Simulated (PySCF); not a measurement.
Compound: C3H11NSi (charge +1 and doublet state).
Numbering: `[CH3:1][CH:2]([CH3:3])[NH+:4][SiH3:5]` (hydrogens: H6, H7, H8 on C1; H9 on C2; H10, H11, H12 on C3; H13 on N4; H14, H15, H16 on Si5)

Geometry (GFN2-xTB, Å), atoms numbered from 1 in this order:
```xyz
16
C3H11NSi angstrom
C     -1.6058    1.0607   -0.2922
C     -0.4829    0.2215    0.2756
C     -0.8679   -1.2861    0.3395
N      0.7337    0.3815   -0.4177
Si     2.3648   -0.0979    0.0450
H     -1.3394    2.1167   -0.2802
H     -1.8257    0.7828   -1.3225
H     -2.5129    0.9290    0.2905
H     -0.3019    0.4866    1.3317
H     -1.7638   -1.3938    0.9432
H     -0.0671   -1.8735    0.7781
H     -1.0621   -1.6414   -0.6692
H      0.6196    0.8308   -1.3208
H      2.7521   -1.0215   -1.0296
H      2.2523   -0.6559    1.3849
H      3.0995    1.1694   -0.0678
```

The hyperfine couplings belong to this conformer and change with its torsions.

Level of theory: PySCF, UKS B3LYP, pcH-1 on C H N Si, non-relativistic, mean-field spin-orbit, GIAO. Isolated species at its GFN2-xTB geometry (one conformer only). A GFN2-xTB geometry isn't a minimum of the functional, and hyperfine couplings can be far from their values at a DFT geometry, by a factor of two or more for some ions and for spin on atoms past the first row. No stability test was run, so a lower SCF solution isn't excluded.

Question: Give the principal g shifts and their parts.

Answer: 
| Δg (ppm) | 1 | 2 | 3 |
| --- | --- | --- | --- |
| relativistic mass correction | -203 | -203 | -203 |
| gauge correction | 2 | 43 | 45 |
| orbital Zeeman/spin–orbit | 13 | 1909 | 3159 |
| total | -187 | 1748 | 3002 |

So g = 2.00213, 2.00407, 2.00532 and g_iso = 2.00384; the tensor is rhombic: the two nearest values differ by 39 % of g3 − g1. Axes: g2 points within 4° of the N4–Si5 bond.

Question: What effective moment and Curie constant follow for a powder?

Answer: With the mean of g² = 4.0154 and S(S+1) = 0.75: μ_eff = √(⟨g²⟩S(S+1)) = 1.735 μB and χT = 0.12505·⟨g²⟩·S(S+1) = 0.377 cm³ K/mol (cgs; spin-Hamiltonian part alone).

Question: What are the electron Larmor frequencies g μB B/h along the three axes at 3350 mT?

Answer: 93.8748, 93.9656, 94.0243 GHz for g1, g2 and g3, a range of 149.5 MHz.

Question: In a frozen sample, at which fields do the three g values resonate at 9.5, 34, 94 and 263 GHz (hyperfine left aside), and which band first spreads them over more than twice a line width of 1.0 mT?

Answer: 
| band | GHz | B(g3) mT | B(g2) mT | B(g1) mT | spread mT |
| --- | --- | --- | --- | --- | --- |
| X | 9.5 | 338.48 | 338.69 | 339.02 | 0.54 |
| Q | 34.0 | 1211.39 | 1212.15 | 1213.32 | 1.93 |
| W | 94.0 | 3349.13 | 3351.23 | 3354.47 | 5.33 |
| J | 263.0 | 9370.45 | 9376.31 | 9385.37 | 14.93 |

The spread grows in proportion to the frequency. W band is the first where it exceeds 2.0 mT.

The Mulliken spin populations are largest on N4 (+0.78), C3 (+0.11) and H9 (+0.06). N4 is the only atom above +0.15. The angles at N4 add up to 360.0°, so it is planar; its axial dipolar tensor and the negative coupling of its proton fit spin in a p orbital normal to that plane.

The HOMO–LUMO gaps are 8.61 eV among the α and 4.13 eV among the β orbitals.
